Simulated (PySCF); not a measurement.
## C3H9NOSi3: full NMR table

| Item | Value |
| --- | --- |
| Formula | C3H9NOSi3 |
| SMILES | N#C[C@@H](C=O)[SiH]([SiH3])[SiH3] |
| Point group of the computed structure | C1 |
| Degrees of unsaturation | 3 |
| Carbon signals | 3 |
| Proton signals | 5 |

Mapped SMILES: `[N:1]#[C:2][C@@H:3]([CH:4]=[O:5])[SiH:6]([SiH3:7])[SiH3:8]`. Hydrogens are named by the atom that carries them.

Theoretical values (PySCF): PBE0/pcSseg-1 with gauge-including orbitals, structure optimised with GFN2-xTB. A single conformation, relativity neglected, no solvent, rapidly exchanging positions averaged.

Chemical shifts δ = σref − σ; 1H (31.72 ppm) and 13C (186.93 ppm) and 29Si (349.16 ppm) against TMS; 15N (267.73 ppm) against NH3; H2O for 17O (336.08 ppm), all at this level.

| carbon | δC, type | δH (multiplicity) | HMBC from (2–3 bonds) | span of the C tensor (ppm) |
| --- | --- | --- | --- | --- |
| C2 | 122.5, C | – | H(C4), H(Si6), H(C3) | 342 |
| C3 | 31.9, CH | 2.94 (m) | H(C4), H(Si6), H(Si7), H(Si8) | 46 |
| C4 | 206.3, CH | 9.86 (d) | H(Si6), H(C3) | 202 |

Other nuclei:
```
 atoms  nucleus                              environment  δ (ppm)  σ (ppm)
H(Si6)       1H  hydrogen on a silicon bonded to C, 2 Si     4.38    27.33
H(Si7)       1H       hydrogen on a silicon bonded to Si     3.78    27.94
H(Si8)       1H       hydrogen on a silicon bonded to Si     3.74    27.98
   Si6     29Si             silicon bonded to C, 2 Si, H    -37.9    387.1
   Si7     29Si                silicon bonded to Si, 3 H   -111.8    461.0
   Si8     29Si                silicon bonded to Si, 3 H   -112.1    461.2
    N1      15N                         nitrile nitrogen    311.5    -43.8
    O5      17O                          aldehyde oxygen    652.3   -316.3
```

Carbon types of the structure: 1 × C, 2 × CH, leaving 7 H on heteroatoms. δC 206.3: aldehyde carbonyl carbon; the double bond to the heteroatom, with no lone-pair donor beside it, deshields it most. δC 122.5: nitrile carbon; C≡N carbons fall here, among the sp2 signals but without a proton. δC 31.9: sp3 CH bonded to Si, α to a carbonyl; α to the electron-withdrawing carbonyl group. δH 9.86: hydrogen on an aldehyde carbonyl carbon; the formyl region, downfield of aromatic protons. δH 2.94: hydrogen on an sp3 CH bonded to Si, α to a carbonyl; α to C=O.

Shifts are as computed. Against solution values, carbons near 30 ppm lie about +3 ppm off and those near 130 ppm about +5 ppm. Of 1211 compounds with measured shifts, 218 miss one by over three times the rms of a fit or turn the order of signals round; such compounds aren't used in these exercises. Unscaled 17O shifts of doubly bonded oxygen tend to come out too high, by tens of ppm or more. Experimental scales use liquid or dissolved standards, which lie at an offset from isolated NH3 (liquid NH3: subtract about 20 ppm) and H2O (liquid H2O: subtract about 36 ppm). Unscaled 15N shifts of sp2 nitrogen come out 20 to 40 ppm too high even then. No couplings were computed; multiplicities are counted from neighbouring protons, with m where these are inequivalent, close in shift, in a saturated or five-membered ring or joined by F or P, and br s for small geminal =CH2 splittings.
